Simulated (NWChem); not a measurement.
System: N-methylmethanimine (C$_{2}$H$_{5}$N); SMILES C=NC

Excerpt of the output:

```
             Northwest Computational Chemistry Package (NWChem) 7.3.0
             --------------------------------------------------------

 CS  symmetry detected

                             Geometry "geometry" -> ""
                             -------------------------

 Output coordinates in angstroms (scale by  1.889725989 to convert to a.u.)

  No.       Tag          Charge          X              Y              Z
 ---- ---------------- ---------- -------------- -------------- --------------
    1 C                    6.0000    -0.12976326     1.14012236     0.00000000
    2 N                    7.0000     0.52739241    -0.13550654     0.00000000
    3 C                    6.0000    -0.18019595    -1.17949709     0.00000000
    4 H                    1.0000     0.19540638     1.71725393     0.88098000
    5 H                    1.0000     0.19540638     1.71725393    -0.88098000
    6 H                    1.0000    -1.23759375     1.08362353     0.00000000
    7 H                    1.0000    -1.29055349    -1.16692924     0.00000000
    8 H                    1.0000     0.30534286    -2.16640798     0.00000000

 Effective nuclear repulsion energy (a.u.)      72.2350758756

      Symmetry information
      --------------------

 Group name             Cs
 Group number              2
 Group order               2
 No. of unique centers     7

                                 NWChem DFT Module
                                 -----------------

 Summary of "ao basis" -> "ao basis" (spherical)
 ------------------------------------------------------------------------------
       Tag                 Description            Shells   Functions and Types
 ---------------- ------------------------------  ------  ---------------------
 C                           3-21g                   5        9   3s2p
 N                           3-21g                   5        9   3s2p
 H                           3-21g                   2        2   2s

      Symmetry analysis of basis
      --------------------------

        a'         29
        a"          8

            General Information
            -------------------
          SCF calculation type: DFT
          Wavefunction type:  closed shell.
          No. of atoms     :     8
          No. of electrons :    24
           Alpha electrons :    12
            Beta electrons :    12
          Charge           :     0
          Spin multiplicity:     1
          Use of symmetry is: on ; symmetry adaption is: on
          Maximum number of iterations: 150
          AO basis - number of functions:    37
                     number of shells:    25
          Convergence on energy requested:  1.00D-06
          Convergence on density requested:  1.00D-05
          Convergence on gradient requested:  5.00D-04

              XC Information
              --------------
                         B3LYP Method XC Potential
                     Hartree-Fock (Exact) Exchange  0.200
                        Slater Exchange Functional  0.800 local
                    Becke 1988 Exchange Functional  0.720 non-local
              Lee-Yang-Parr Correlation Functional  0.810
                  VWN I RPA Correlation Functional  0.190 local

             Grid Information
             ----------------
          Grid used for XC integration:  medium
          Radial quadrature: Mura-Knowles
          Angular quadrature: Lebedev.
          Tag              B.-S. Rad. Rad. Pts. Rad. Cut. Ang. Pts.
          ---              ---------- --------- --------- ---------
          C                   0.70       49           9.0       434
          N                   0.65       49           7.0       434
          H                   0.35       45          10.0       434
          Grid pruning is: on
          Number of quadrature shells:   327
          Spatial weights used:  Erf1

      Superposition of Atomic Density Guess
      -------------------------------------

 Sum of atomic energies:        -131.42187832

      Non-variational initial energy
      ------------------------------

 Total energy =    -133.114542
 1-e energy   =    -319.150057
 2-e energy   =     113.800438
 HOMO         =      -0.287302
 LUMO         =       0.019069

      Symmetry analysis of molecular orbitals - initial
      -------------------------------------------------

  Numbering of irreducible representations:

     1 a'          2 a"

  Orbital symmetries:

     1 a'          2 a'          3 a'          4 a'          5 a'
     6 a'          7 a'          8 a'          9 a"         10 a'
    11 a"         12 a'         13 a"         14 a'         15 a'
    16 a'         17 a'         18 a"         19 a'         20 a'
    21 a"         22 a'

     ---------------------------------------------
      Total Density - Mulliken Population Analysis
     ---------------------------------------------

    Atom       Charge   Shell Charges
 -----------   ------   -------------------------------------------------------
    1 C    6     6.45   1.99  0.40  1.51  1.07  1.49
    2 N    7     7.67   1.99  0.42  1.81  1.35  2.10
    3 C    6     5.93   1.99  0.44  1.39  0.89  1.22
    4 H    1     0.77   0.42  0.35
    5 H    1     0.77   0.42  0.35
    6 H    1     0.80   0.42  0.37
    7 H    1     0.82   0.42  0.39
    8 H    1     0.79   0.43  0.36

   convergence    iter        energy       DeltaE   RMS-Dens  Diis-err
 ---------------- ----- ----------------- --------- --------- ---------
 d= 0,ls=0.0,diis     1   -133.1512813961 -2.05D+02  2.23D-02  4.06D-01
 d= 0,ls=0.0,diis     2   -133.1370797288  1.42D-02  1.57D-02  5.28D-01
 d= 0,ls=0.0,diis     3   -133.1886254611 -5.15D-02  4.92D-03  9.84D-02
 d= 0,ls=0.0,diis     4   -133.1988439340 -1.02D-02  1.39D-03  3.49D-03
 d= 0,ls=0.0,diis     5   -133.1992705797 -4.27D-04  2.84D-04  1.21D-04
  Resetting Diis
 d= 0,ls=0.0,diis     6   -133.1992874351 -1.69D-05  5.05D-05  5.58D-06
 d= 0,ls=0.0,diis     7   -133.1992880870 -6.52D-07  4.22D-05  5.75D-07
 d= 0,ls=0.0,diis     8   -133.1992879708  1.16D-07  2.29D-05  1.69D-06
 d= 0,ls=0.0,diis     9   -133.1992881532 -1.82D-07  3.34D-06  3.99D-08

         Total DFT energy =     -133.199288153174
      One electron energy =     -321.343205738162
           Coulomb energy =      135.430398698176
    Exchange-Corr. energy =      -19.521556988740
 Nuclear repulsion energy =       72.235075875552

 Numeric. integr. density =       23.999996717461

                  Occupations of the irreducible representations
                  ----------------------------------------------

                     irrep           alpha         beta
                     --------     --------     --------
                     a'               10.0         10.0
                     a"                2.0          2.0

                       DFT Final Molecular Orbital Analysis
                       ------------------------------------

 Vector   10  Occ=2.000000D+00  E=-3.803476D-01  Symmetry=a'
              MO Center= -2.1D-01,  2.1D-01, -3.8D-17, r^2= 3.0D+00
   Bfn.  Coefficient  Atom+Function         Bfn.  Coefficient  Atom+Function
  ----- ------------  ---------------      ----- ------------  ---------------
     4      0.244952  1 C  py                22      0.230433  3 C  py
     3      0.209306  1 C  px                 8      0.188663  1 C  py
    32     -0.172111  6 H  s                  7      0.170174  1 C  px
    36     -0.167130  8 H  s                 37     -0.166727  8 H  s
    33     -0.157344  6 H  s                 26      0.148238  3 C  py

 Vector   11  Occ=2.000000D+00  E=-3.029418D-01  Symmetry=a"
              MO Center=  1.4D-01, -2.1D-01, -1.2D-15, r^2= 2.1D+00
   Bfn.  Coefficient  Atom+Function         Bfn.  Coefficient  Atom+Function
  ----- ------------  ---------------      ----- ------------  ---------------
    27      0.340240  3 C  pz                23      0.328228  3 C  pz
    18      0.321362  2 N  pz                14      0.316440  2 N  pz
     5     -0.174967  1 C  pz                29     -0.163171  4 H  s
    31      0.163171  5 H  s                 28     -0.130521  4 H  s
    30      0.130521  5 H  s                  9     -0.104068  1 C  pz

 Vector   12  Occ=2.000000D+00  E=-2.360932D-01  Symmetry=a'
              MO Center=  3.9D-01, -2.1D-01,  8.1D-16, r^2= 1.8D+00
   Bfn.  Coefficient  Atom+Function         Bfn.  Coefficient  Atom+Function
  ----- ------------  ---------------      ----- ------------  ---------------
    16      0.471509  2 N  px                12      0.423343  2 N  px
    15      0.359520  2 N  s                 35      0.276251  7 H  s
    33      0.231875  6 H  s                 37     -0.157497  8 H  s
    34      0.133313  7 H  s                  6     -0.128551  1 C  s
    21     -0.123293  3 C  px                 3     -0.120415  1 C  px

 Vector   13  Occ=0.000000D+00  E= 5.660192D-03  Symmetry=a"
              MO Center=  1.1D-01, -6.1D-01, -1.7D-16, r^2= 1.9D+00
   Bfn.  Coefficient  Atom+Function         Bfn.  Coefficient  Atom+Function
  ----- ------------  ---------------      ----- ------------  ---------------
    27     -0.624111  3 C  pz                18      0.574092  2 N  pz
    23     -0.382727  3 C  pz                14      0.379120  2 N  pz
    29     -0.227514  4 H  s                 31      0.227514  5 H  s
     9      0.103750  1 C  pz                28     -0.075874  4 H  s
    30      0.075874  5 H  s

[...]
```

Level: B3LYP/3-21G. The geometry was optimised at PBE0/def2-SVP. B3LYP is NWChem's, with the RPA form of VWN correlation.

### Question
Reconstruct the input file.

### Answer
One answer among several that fit: the input that was run:
```
start job
memory heap 200 mb stack 900 mb global 1100 mb
geometry units angstroms noautoz
  C     -0.122660     1.135780     0.000000
  N      0.539145    -0.137443     0.000000
  C     -0.164630    -1.184008     0.000000
  H      0.200402     1.714094     0.880980
  H      0.200402     1.714094    -0.880980
  H     -1.230277     1.075240     0.000000
  H     -1.275026    -1.175491     0.000000
  H      0.324506    -2.169141     0.000000
end
basis spherical
  * library 3-21g
end
dft
  xc b3lyp
  iterations 150
  mulliken
end
task dft energy
```
